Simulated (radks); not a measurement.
Neutral iron inside a hard spherical wall (all orbitals vanish at R), configuration held at [Ar] 3d6 4s2 and not refilled when levels cross. Method: scalar-relativistic Kohn-Sham, PBEsol, spin-polarised, spherical densities, point nucleus; open shells are filled with parallel spins first; computed with a radial shooting solver on a logarithmic mesh with Libxc functionals. Eigenvalues in eV for spin up, with the zero of energy where the potential of the charges vanishes at infinity; a dash marks a level that is unbound or too diffuse for the functional's potential to be trusted. A positive occupied level is held by the wall or, in an anion where self-interaction has pushed it up, behind a barrier. The pressure on the wall is -dE/dV.

| R (bohr) | E (hartree) | kinetic (hartree) | e(3s) | e(3p) | e(3d) | e(4s) | e(4p, empty) | e(5s, empty) | pressure (GPa) |
|---|---|---|---|---|---|---|---|---|---|
| free | -1271.39828 | 1286.467 | -95.296 | -61.435 | -8.918 | -5.655 | -1.428 | - | 0 |
| 15 | -1271.39828 | 1286.467 | -95.296 | -61.435 | -8.918 | -5.655 | -1.426 | 0.317 | < 0.0001 |
| 12 | -1271.39826 | 1286.468 | -95.292 | -61.432 | -8.914 | -5.652 | -1.406 | 0.796 | 0.000541 |
| 7 | -1271.38844 | 1286.535 | -94.844 | -60.983 | -8.477 | -5.259 | -0.561 | 6.284 | 0.540 |
| 6 | -1271.36716 | 1286.649 | -94.247 | -60.387 | -7.904 | -4.672 | 0.433 | 10.764 | 2.34 |
| 5 | -1271.29782 | 1286.961 | -92.918 | -59.066 | -6.643 | -3.177 | 2.710 | 19.749 | 11.2 |
| 4 | -1271.05222 | 1287.902 | -89.834 | -56.021 | -3.728 | 1.034 | 8.502 | 39.993 | 65.5 |
| 3.5 | -1270.72317 | 1289.053 | -86.839 | -53.087 | -0.852 | 5.920 | 14.782 | 60.055 | 179 |
| 2 | -1263.16428 | 1313.102 | -55.260 | -21.408 | 34.041 | 89.496 | 107.98 | 301.48 | 10200 |
